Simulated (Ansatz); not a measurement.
Two structures, one formula

The two ends of one reaction step of Si₄NH₁₂ClO₃, closed shell (PBE0-D4/def2-TZVP).

A:

Si1  (0.906, 0.365, 1.342)
O2  (0.636, 0.277, -2.010)
Si3  (-0.943, 0.567, -2.346)
O4  (-0.654, 0.701, 1.119)
Si5  (-2.207, 0.396, 1.570)
O6  (1.308, -1.134, 0.937)
Si7  (1.212, -2.383, -0.134)
Cl8  (1.337, 0.582, 3.331)
H9  (1.054, 0.801, -1.299)
N10  (1.767, 1.456, 0.336)
H11  (-1.307, 1.985, -2.071)
H12  (-1.164, 0.265, -3.782)
H13  (-1.852, -0.300, -1.543)
H14  (-2.528, -1.032, 1.327)
H15  (-2.372, 0.708, 3.011)
H16  (-3.087, 1.267, 0.758)
H17  (1.468, -3.624, 0.639)
H18  (2.251, -2.227, -1.178)
H19  (-0.141, -2.443, -0.733)
H20  (2.769, 1.335, 0.288)
H21  (1.550, 2.438, 0.440)
(Å)

B:

Si1  (0.571, 0.444, 0.237)
O2  (0.322, 1.224, -1.194)
Si3  (-1.024, 1.239, -2.148)
O4  (-0.959, -0.241, 0.367)
Si5  (-2.271, -0.257, 1.343)
O6  (1.427, -0.964, 0.256)
Si7  (0.868, -2.515, 0.338)
Cl8  (0.455, 1.567, 2.018)
H9  (2.869, 0.933, -0.776)
N10  (2.439, 1.279, 0.075)
H11  (-2.201, 1.785, -1.427)
H12  (-0.703, 2.132, -3.291)
H13  (-1.334, -0.117, -2.665)
H14  (-1.931, -0.757, 2.701)
H15  (-2.872, 1.097, 1.464)
H16  (-3.265, -1.173, 0.726)
H17  (2.074, -3.382, 0.357)
H18  (0.044, -2.856, -0.848)
H19  (0.087, -2.751, 1.579)
H20  (3.021, 1.022, 0.864)
H21  (2.381, 2.290, 0.024)
(Å)

Program: Ansatz 0.2.0. Basis: def2-TZVPP. Cores are frozen in the correlated methods. B3LYP uses VWN-RPA correlation.

(1) Which structure is lower at CCSD(T), and by how much? (To be estimated.)

The T1 diagnostic stays at or below 0.012.

## Answers

(1) By the calculation: B, by 0.465 eV (electronic energy, against the other). By their contacts, A is a complex of Si₃NH₈ClO₂ ([NH2][Si]([Cl])([O][SiH3])[O][SiH3]) + SiH₄O ([OH][SiH3]) and B is Si₄NH₁₂ClO₃ ([NH3][Si]([Cl])([O][SiH3])([O][SiH3])[O][SiH3]).

All methods give the same order:

```
      method  E(B) − E(A) (eV)
       SPW92            -0.577
      PBE-D4            -0.382
     BLYP-D4            -0.289
   r2SCAN-D4            -0.455
      B97M-V            -0.467
     PBE0-D4            -0.416
    B3LYP-D4            -0.317
  r2SCAN0-D4            -0.463
    BHLYP-D4            -0.366
CAM-B3LYP-D4            -0.346
     wB97X-V            -0.430
     wB97M-V            -0.464
      B2PLYP            -0.342
    PBE-QIDH            -0.481
  RPA on PBE            -0.468
          HF            -0.176
         MP2            -0.488
        CCSD            -0.425
     CCSD(T)            -0.465
```

Labels in which every atom is bracketed show which atoms are joined, not bond orders.

For scale, one of the runs: CCSD(T)/def2-TZVPP, 502 basis functions, launched by `ansatz run in.yaml --threads 4 --pin off --events-out ev --progress --plain --max-ram 46080MiB --backend cuda --devices 0, --max-vram 37GiB`. Hardware: 4 CPU threads of an AMD EPYC 7R13 and a share of one NVIDIA H100, shared host. Wall time 110 s; peak host memory 2.5 GiB.
